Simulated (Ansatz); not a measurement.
# Molecular dynamics of CH6AlNO2

The input (input.yaml):

```yaml
crystal:
  periodic: [false, false, false]
  atoms:
    - { symbol: Al, position_ang: [-1.1206, -0.0482, 1.0975] }
    - { symbol: O, position_ang: [0.3691, 0.0195, -0.4914] }
    - { symbol: C, position_ang: [1.6035, -0.0799, -1.124] }
    - { symbol: "N", position_ang: [-1.5697, 1.4329, 0.2621] }
    - { symbol: H, position_ang: [-0.5105, 0.9507, -0.4089] }
    - { symbol: O, position_ang: [-1.1476, -1.2825, 2.1712] }
    - { symbol: H, position_ang: [2.2438, 0.7746, -0.8781] }
    - { symbol: H, position_ang: [1.459, -0.1122, -2.2107] }
    - { symbol: H, position_ang: [2.1132, -0.9978, -0.8126] }
    - { symbol: H, position_ang: [-2.4115, 1.4066, -0.3007] }
    - { symbol: H, position_ang: [-1.0287, -2.0637, 2.6956] }
magnetization:
  spin_polarized: true
basis:
  gaussian: { orbitals: STO-3G }
hamiltonian:
  xc: b3lyp
  dispersion: d4
md:
  timestep: 0.5
  n_steps: 150
  ensemble: nve
  temperature: 1000.0
  initial_velocities: maxwell_boltzmann
  seed: 572293
```

Run as:

```bash
$ ansatz run input.yaml --threads 1 --pin off --max-ram 2048MiB --backend cpu --events-out ev --progress --plain --runs-dir out
```

It starts from a rough guess of a transition structure, not a stationary point.

Output, in part (step lines, the closing report, with atoms numbered from 0):

```
md step     0: t =     0.00 fs  T =  1000.0 K  F+E_penalty+E_count = -13144.17067032 eV  E_kin = 1.163340 eV  conserved = -13143.00733033 eV  (25 SCF iters)
[... lines left out ...]
Total energy: -13145.57114326 eV, -483.0908291265 hartree
Atom 0 at    -0.697275     0.010361     0.529990 Å, force    -6.478459     1.720199     5.820148 eV/Å
Atom 1 at     0.308076    -0.929813    -0.396358 Å, force    -0.330505    -1.419715    -1.369921 eV/Å
Atom 2 at     1.342632    -0.009569    -0.617129 Å, force     3.343234     1.549276    -2.423688 eV/Å
Atom 3 at    -1.982840     1.621470     0.723223 Å, force     3.115469    -0.680908    -2.639096 eV/Å
Atom 4 at    -1.784811     2.678993     0.192231 Å, force    -1.010350    -4.021086     2.821300 eV/Å
Atom 5 at    -1.109938    -0.865545     2.010292 Å, force    -0.801305     7.725738    -2.805206 eV/Å
Atom 6 at     1.365738     0.891475     0.008878 Å, force     0.173368     0.615344     0.745658 eV/Å
Atom 7 at     1.487444     0.428579    -1.652094 Å, force    -1.116329    -0.317831     0.094898 eV/Å
Atom 8 at     2.340779    -0.461256    -0.525046 Å, force     0.447614    -0.567568     0.772380 eV/Å
Atom 9 at    -2.634219     1.599611     1.594803 Å, force     1.423365     0.809748    -1.340890 eV/Å
Atom 10 at    -1.020802    -1.755512     2.254630 Å, force     1.233897    -5.413198     0.324419 eV/Å
Dipole moment:     0.284644     0.139954    -0.132547 e Å
```

The steps, from the saved trajectory:

```csv
time (fs),T (K),potential energy less start (eV),conserved less start (meV/atom)
0.0,1000,0.000,0.00
2.5,795,0.242,0.34
5.0,788,0.255,0.75
7.5,1129,-0.150,0.00
10.0,1075,-0.081,0.58
12.5,1125,-0.140,0.50
15.0,1108,-0.117,0.75
17.5,1649,-0.753,0.13
20.0,1888,-1.030,0.27
22.5,2030,-1.192,0.54
25.0,2277,-1.480,0.43
27.5,2436,-1.669,0.14
30.0,2691,-1.969,-0.10
32.5,2710,-1.986,0.31
35.0,2483,-1.721,0.38
37.5,2109,-1.285,0.48
40.0,2307,-1.520,-0.01
42.5,2724,-2.000,0.44
45.0,3150,-2.502,-0.05
47.5,3119,-2.460,0.49
50.0,3235,-2.598,0.20
52.5,3149,-2.497,0.27
55.0,2948,-2.260,0.49
57.5,2649,-1.916,0.14
60.0,2121,-1.299,0.48
62.5,2238,-1.439,0.19
65.0,2461,-1.692,0.72
67.5,3088,-2.427,0.12
70.0,3205,-2.566,-0.11
72.5,2990,-2.316,-0.15
75.0,2211,-1.400,0.83
```

All steps were run. The conserved energy stayed within 1.4 meV per atom of its start (net change 0.83 meV per atom), so the integration is sound. The system heated up, since it started high on the potential surface and ran downhill. A run of 0.075 ps of so small a system gives no equilibrium averages. The orbitals stay closed-shell, which can raise the energy where a bond breaks towards radicals; this wasn't checked here. Limits of this set-up: minimal basis.

The step under study would form O2–H5 and break Al1–O2, N4–H5. These pairs go: O2–H5 1.28 → 4.21 Å, Al1–O2 2.18 → 1.66 Å, N4–H5 1.34 → 1.20 Å. In the last frame they stand as before the step (other bonds may differ from the relaxed reactants and products). Also joined: Al1–C3 3.52 → 2.34 Å. It ends as one piece, CH6AlNO2. Pairs count as bonded within 1.25 times the sum of covalent radii (0.12 Å more for H–H).

Last frame:

```xyz
11
Properties=species:S:1:pos:R:3
Al -0.697 0.010 0.530
O 0.308 -0.930 -0.396
C 1.343 -0.010 -0.617
N -1.983 1.621 0.723
H -1.785 2.679 0.192
O -1.110 -0.866 2.010
H 1.366 0.891 0.009
H 1.487 0.429 -1.652
H 2.341 -0.461 -0.525
H -2.634 1.600 1.595
H -1.021 -1.756 2.255
```

Time of the run: 8.3 min on 1 CPU thread of a shared host.
